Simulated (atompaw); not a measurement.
**Plane-wave convergence, PAW (atompaw) potential for sulfur (S)**

| Property | Result |
| --- | --- |
| Element | sulfur (S) |
| Generator | atompaw 4.2.0.5 |
| Type | PAW |
| Functional | LDA (PW92) |
| Relativity | scalar-relativistic |
| Frozen core | [He] |
| Valence charge | 14 |
| Reference configuration | 2s2 2p6 3s2 3p4 |
| Partial waves | 2s (bound): rc 0.75 bohr; 3s (bound): rc 1.05 bohr; 2p (bound): rc 0.60 bohr; 3p (bound): rc 1.05 bohr; 3d channel at -0.15 Ry: rc 1.05 bohr; 3d channel at 2.6 Ry: rc 1.05 bohr |
| Local potential | troulliermartins scheme with l = 3 at 0 Ry, radius 0.70 bohr |
| Core correction | smooth core density matched at 0.70 bohr |
| Augmentation charge | besselshape compensation charge, radius 1.05 bohr; PAW radius 1.05 bohr; waves and projectors: custom polynom vanderbiltortho |

The pseudo-atom Hamiltonian at the reference potential is diagonalised in spherical Bessel functions j_l(qr) that vanish at 20 bohr, with q² up to the cutoff. All-electron valence levels (Ry): 2s -15.4929, 3s -1.2701, 2p -11.5034, 3p -0.5223.

How do the lowest levels (Ry) of each channel move with the cutoff, and are there ghosts?

```tsv
cutoff (Ry)	s #1	s #2	p #1	p #2	d #1	d #2	f #1	Σ f·Δε (mRy)
8	-4.4969	-0.2818	-0.4964	0.0339	0.0716	0.1579	0.1175	90111.8
15	-6.9260	-0.6617	-0.5056	0.0335	0.0714	0.1562	0.1175	84401.8
25	-11.4078	-1.1250	-0.5178	0.0332	0.0713	0.1550	0.1175	74390.3
35	-14.0885	-1.2495	-0.5246	0.0330	0.0712	0.1543	0.1175	68729.8
50	-15.2633	-1.2694	-0.5256	0.0330	0.0712	0.1539	0.1175	66338.3
70	-15.4680	-1.2696	-6.7657	-0.5219	0.0712	0.1538	0.1175	28476.2
100	-15.4915	-1.2701	-10.6594	-0.5221	0.0712	0.1538	0.1175	5065.3
140	-15.4920	-1.2701	-11.3668	-0.5223	0.0712	0.1538	0.1175	819.3
180	-15.4927	-1.2701	-11.4860	-0.5223	0.0712	0.1538	0.1175	102.4
260	-15.4928	-1.2701	-11.4991	-0.5223	0.0712	0.1538	0.1175	23.5
400	-15.4928	-1.2701	-11.5030	-0.5223	0.0712	0.1538	0.1175	0.0
```

Result: no extra level below or beside the all-electron valence levels (s, p, d, f tested); 10 mRy is reached at over 300 Ry and 1 mRy at over 300 Ry.
